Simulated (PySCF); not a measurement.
## EPR parameters of [C5H11F2N]+

Species: C5H11F2N (charge +1 and doublet state).
Structure used (GFN2-xTB), in Å, numbered top down from 1:
```xyz
19
C5H11F2N angstrom
C     -0.8141    1.3766   -0.3051
C     -0.4524   -0.0789   -0.1048
C     -1.5714   -0.7878    0.7478
N     -0.3229   -0.7641   -1.3119
C      0.8350   -0.2790    0.7719
C      2.0930    0.1806    0.0350
F      2.1950   -0.4422   -1.1592
F      2.0842    1.4975   -0.2180
H     -1.7456    1.4713   -0.8614
H     -0.0495    1.9071   -0.8726
H     -0.9349    1.8818    0.6489
H     -1.3531   -1.8433    0.8795
H     -2.5152   -0.6806    0.2204
H     -1.6406   -0.3073    1.7180
H     -0.4674   -0.2988   -2.1965
H     -0.0441   -1.7346   -1.3356
H      0.7339    0.2950    1.6926
H      0.9636   -1.3334    1.0183
H      2.9970   -0.0507    0.6253
```

The hyperfine couplings belong to this conformer and change with its torsions.

Identity: `CC(C)([NH2+])CC(F)F` [radical] (charge +1).

Method: UKS B3LYP, pcH-1 on C F H N, non-relativistic, mean-field spin-orbit, GIAO (PySCF 2.14.0). One conformer (not necessarily the lowest) at the GFN2-xTB geometry, without solvent, vibrations or thermal averaging. Couplings are sensitive to structure, and on GFN2-xTB geometries they can be far from those on DFT ones, by a factor of two or more for some ions and for spin on atoms past the first row. The SCF solution wasn't tested for stability.

```json
{
  "g1, g2, g3": "2.00218, 2.00391, 2.00526",
  "g_iso": "2.00378",
  "Form of g": "rhombic: the two nearest values differ by 44 % of g3 − g1",
  "⟨S²⟩": "0.7542 (exact 0.7500)",
  "α and β electrons": "33, 32",
  "HOMO–LUMO gap, α and β orbitals": "8.87, 3.39 eV",
  "Total energy": "-451.32154 Eh"
}
```

Hyperfine couplings atom by atom, in MHz; T1 to T3 are the principal values of the dipolar part:

```tsv
atom	isotope	a_iso	T1	T2	T3	Mulliken spin population
C1	13C	-2.0	-1.1	-0.7	1.8	0.00
C2	13C	-32.8	-11.2	-5.8	17.0	-0.02
C3	13C	71.9	-14.2	-14.0	28.2	0.12
N4	14N	32.1	-36.2	-36.0	72.2	0.76
C5	13C	25.8	-12.7	-12.2	24.9	0.11
C6	13C	-8.1	-3.1	-2.1	5.1	0.01
F7	19F	66.0	-91.4	-90.0	181.4	0.04
F8	19F	1.4	-13.0	-9.7	22.7	0.00
H9	1H	5.5	-3.2	-2.6	5.8	0.00
H10	1H	9.4	-2.8	-2.5	5.2	0.00
H11	1H	-2.2	-2.2	-1.9	4.1	0.00
H12	1H	-9.2	-7.5	-3.0	10.4	0.00
H13	1H	-0.6	-8.1	-0.4	8.6	0.00
H14	1H	23.1	-7.1	-1.9	9.0	0.01
H15	1H	-55.3	-42.2	-9.3	51.5	-0.03
H16	1H	-53.3	-40.6	-10.3	50.9	-0.03
H17	1H	6.0	-6.7	-1.4	8.0	0.00
H18	1H	-7.0	-5.9	-2.6	8.4	0.00
H19	1H	55.3	-2.6	-1.8	4.4	0.02
```

The Mulliken spin populations are largest on N4 (+0.76), C3 (+0.12) and C5 (+0.11). No atom but N4 exceeds +0.15. The angles at N4 add up to 360.0°, so it is planar; its axial dipolar tensor and the negative couplings of its protons fit spin in a p orbital normal to that plane.

Axes: g3 points within 2° of the C3–H12 bond.

Under fast tumbling the dipolar parts average out, and these isotropic splittings remain: 1 × 1H (H19, I = 1/2, 2 lines) with 1.97 mT, 1 × 1H (H15, I = 1/2, 2 lines) with 1.97 mT, 1 × 1H (H16, I = 1/2, 2 lines) with 1.90 mT, 2 × 19F (F7/F8, I = 1/2, 3 lines) with 1.20 mT, 1 × 14N (N4, I = 1, 3 lines) with 1.14 mT and 6 × 1H (H9 (×6), I = 1/2, 7 lines) with 0.15 mT.

Nuclei that the bonding pattern makes equivalent are averaged, as if the motion that swaps them (rotation, inversion, ring flip) were fast. H15 and H16 aren't averaged: N4 is flat or nearly so (angle sum 360°), and its turn about the short N4–C2 bond (1.39 Å) is taken as slow. The six 1H nuclei of mean +4.3 MHz run from -9.2 to 23.1 MHz in the frozen geometry. The 19F value of +33.7 MHz is a mean of couplings from 1.4 to 66.0 MHz in this one geometry, not an average over conformers.

The 13C coupling of C1/C3 (mean 35.0 MHz) shows only in satellite lines or after enrichment, since that isotope makes up about 1.07 % of natural carbon.

The spin density at the nucleus, in bohr⁻³, is negative for C2 (-0.0291), H15 (-0.0124) and H16 (-0.0119), for instance. A restricted open-shell determinant has no negative spin density anywhere; here it arises because α and β orbitals differ (spin polarisation).
